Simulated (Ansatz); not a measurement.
Reaction (cleavage of the B–Si bond): `OB[SiH2][SiH2]F` + `[OH][SnH3]` → `OB[O][SnH3]` + `F[SiH2][SiH3]`

Calculated with Ansatz (gas phase, PBE0-D4/def2-TZVP geometries, no zero-point term in ΔE). CCSD(T)/CBS adds triple-zeta CCSD(T) − MP2 to the extrapolated MP2 energy (def2 sets, frozen cores). Functionals use def2-TZVPP. B3LYP here is the variant with VWN-RPA as its local correlation; programs differ in this. Elements past krypton have def2 core potentials. For Sn outer-core shells are correlated without core-valence functions, which leaves a few kJ/mol of doubt a bond. Each species was taken in one conformer, which may not be the lowest.

```json
{"level": "PBE-D4", "ΔE (kcal/mol)": "-35.7", "difference from CCSD(T)/CBS": "4.4"}
{"level": "r2SCAN-D4", "ΔE (kcal/mol)": "-39.6", "difference from CCSD(T)/CBS": "0.5"}
{"level": "PBE0-D4", "ΔE (kcal/mol)": "-37.6", "difference from CCSD(T)/CBS": "2.5"}
{"level": "B3LYP-D4", "ΔE (kcal/mol)": "-39.9", "difference from CCSD(T)/CBS": "0.2"}
{"level": "ωB97X-V", "ΔE (kcal/mol)": "-39.6", "difference from CCSD(T)/CBS": "0.5"}
{"level": "ωB97M-V", "ΔE (kcal/mol)": "-40.4", "difference from CCSD(T)/CBS": "-0.3"}
{"level": "B2PLYP", "ΔE (kcal/mol)": "-41.1", "difference from CCSD(T)/CBS": "-1.0"}
{"level": "PBE", "ΔE (kcal/mol)": "-36.0", "difference from CCSD(T)/CBS": "4.1"}
{"level": "r2SCAN", "ΔE (kcal/mol)": "-39.7", "difference from CCSD(T)/CBS": "0.4"}
{"level": "PBE0", "ΔE (kcal/mol)": "-37.9", "difference from CCSD(T)/CBS": "2.2"}
{"level": "B3LYP", "ΔE (kcal/mol)": "-40.4", "difference from CCSD(T)/CBS": "-0.3"}
{"level": "HF/def2-TZVPP", "ΔE (kcal/mol)": "-46.5", "difference from CCSD(T)/CBS": "-6.4"}
{"level": "MP2/def2-TZVPP", "ΔE (kcal/mol)": "-41.7", "difference from CCSD(T)/CBS": "-1.6"}
{"level": "SCS-MP2/def2-TZVPP", "ΔE (kcal/mol)": "-42.1", "difference from CCSD(T)/CBS": "-2.0"}
{"level": "CCSD/def2-TZVPP", "ΔE (kcal/mol)": "-41.4", "difference from CCSD(T)/CBS": "-1.3"}
{"level": "CCSD(T)/def2-TZVPP", "ΔE (kcal/mol)": "-40.6", "difference from CCSD(T)/CBS": "-0.5"}
{"level": "HF/def2-QZVPP", "ΔE (kcal/mol)": "-46.8", "difference from CCSD(T)/CBS": "-6.7"}
{"level": "MP2/def2-QZVPP", "ΔE (kcal/mol)": "-41.5", "difference from CCSD(T)/CBS": "-1.4"}
{"level": "SCS-MP2/def2-QZVPP", "ΔE (kcal/mol)": "-42.0", "difference from CCSD(T)/CBS": "-1.9"}
{"level": "HF/CBS(def2)", "ΔE (kcal/mol)": "-46.9", "difference from CCSD(T)/CBS": "-6.8"}
{"level": "MP2/CBS(def2)", "ΔE (kcal/mol)": "-41.1", "difference from CCSD(T)/CBS": "-1.0"}
{"level": "CCSD/CBS(def2)", "ΔE (kcal/mol)": "-40.9", "difference from CCSD(T)/CBS": "-0.8"}
{"level": "CCSD(T)/CBS", "ΔE (kcal/mol)": "-40.1", "difference from CCSD(T)/CBS": "0"}
```

Largest T1 diagnostic among the species: 0.014.

In def2-TZVPP, CCSD(T) changes the Hartree–Fock value by +5.9 kcal/mol (the triples alone add +0.8 kcal/mol) and MP2 by +4.8 kcal/mol. From PBE to PBE0 (25 % exact exchange), in def2-TZVPP and without D4, ΔE moves by −1.9 kcal/mol.
